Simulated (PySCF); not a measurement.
## The 23-electron isoelectronic series, spin-free X2C

Calculated with PySCF 2.14 from differences of total energies of unrestricted determinants, without spin-orbit coupling. Each ion has its own even-tempered basis scaled to its charge (18s12p8d4f3g for the first); frozen: [Ne]. Ionisation energies in eV.

```
  ion  configuration     UHF     LDA     PBE    PBE0  r2SCAN  MP2 (outer shells)  NIST (with spin-orbit, Breit and QED)
Sb²⁸⁺  [Ar] 3d5 (6S)  1618.9  1617.4  1616.8  1617.8  1618.2              1619.4                           1606 ± 4 (t)
Te²⁹⁺  [Ar] 3d5 (6S)  1721.5  1719.9  1719.3  1720.3  1720.8              1721.9                           1707 ± 4 (t)
 I³⁰⁺  [Ar] 3d5 (6S)  1827.2  1825.4  1824.9  1825.9  1826.3              1827.6                           1812 ± 4 (t)
Xe³¹⁺  [Ar] 3d5 (6S)  1935.9  1934.0  1933.5  1934.6  1935.0              1936.3                           1919 ± 4 (t)
Cs³²⁺  [Ar] 3d5 (6S)  2047.7  2045.7  2045.2  2046.3  2046.8              2048.1                           2029 ± 4 (t)
Ba³³⁺  [Ar] 3d5 (6S)  2162.6  2160.5  2160.0  2161.1  2161.6              2163.0                           2142 ± 5 (t)
La³⁴⁺  [Ar] 3d5 (6S)  2280.6  2278.3  2277.8  2279.0  2279.5              2281.0                           2259 ± 5 (t)
Ce³⁵⁺  [Ar] 3d5 (6S)  2401.6  2399.3  2398.8  2399.9  2400.5              2402.0                           2378 ± 5 (t)
Pr³⁶⁺  [Ar] 3d5 (6S)  2525.8  2523.3  2522.8  2524.0  2524.5              2526.1                           2501 ± 5 (t)
Nd³⁷⁺  [Ar] 3d5 (6S)  2653.0  2650.4  2649.9  2651.1  2651.7              2653.4                           2627 ± 4 (t)
```

Each ion has its own basis, which adds noise of up to about 0.1 % along the series.

NIST values marked (s) are semi-empirical, (t) theoretical. Open shells are high-spin determinants of the terms that Hund's rules give; for the heavier ions, far from LS coupling, these are not the ground levels.

Spin-orbit coupling of the open shells is absent from the calculated values and included in NIST's; it grows fast with Z.
